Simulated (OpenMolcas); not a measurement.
# Ionisation energies of rhenium

```yaml
Program: OpenMolcas
Basis: ANO-RCC-VDZP [7s6p4d2f1g]
Scalar_Hamiltonian: DKH2, point nucleus
Spin-orbit_coupling: state interaction with AMFI integrals over the reference wave functions, term energies averaged over their components
```

Active shells in each charge state: the valence d shell, with orbitals averaged over the low states. Where CASPT2's correlated closed shells are named, they are those of the first ion.

A. CASSCF
B. SS-CASPT2, IPEA 0.25 Eh, imaginary shift 0.1 Eh (closed shells correlated: 5s 5p)
C. SS-CASPT2, IPEA 0.25 Eh, imaginary shift 0.1 Eh (closed shells correlated: none)
D. SS-CASPT2, IPEA 0.25 Eh, imaginary shift 0.1 Eh (closed shells correlated: 4f 5s 5p)
E. SS-CASPT2, IPEA 0 Eh, imaginary shift 0.1 Eh (closed shells correlated: 5s 5p)

Energies in eV between the lowest computed levels, named as in B; reference values from the NIST Atomic Spectra Database with their kind.

```csv
From,To,A,B,C,D,E,Spin-orbit share in B,Reference
Re2+ 5d⁵ ⁶S_5/2,Re3+ 5d⁴ ⁵D₀,26.837,27.366,27.219,27.590,27.423,-0.680,27.000 (theoretical)
Re3+ 5d⁴ ⁵D₀,Re4+ 5d³ ⁴F_3/2,38.695,39.163,38.994,39.445,39.195,-0.346,39.100 (theoretical)
Re4+ 5d³ ⁴F_3/2,Re5+ 5d² ³F₂,52.060,52.419,52.219,52.757,52.463,-0.428,51.900 (theoretical)
Re5+ 5d² ³F₂,Re6+ 5d ²D_3/2,67.336,67.707,67.420,68.083,67.752,+0.538,67.000 (theoretical)
Re6+ 5d ²D_3/2,Re7+ 5p⁶ ¹S₀,81.841,82.209,81.841,82.591,82.247,+0.916,82.710 (semi-empirical)
```

The lowest level within the active space need not be the ion's true ground level.
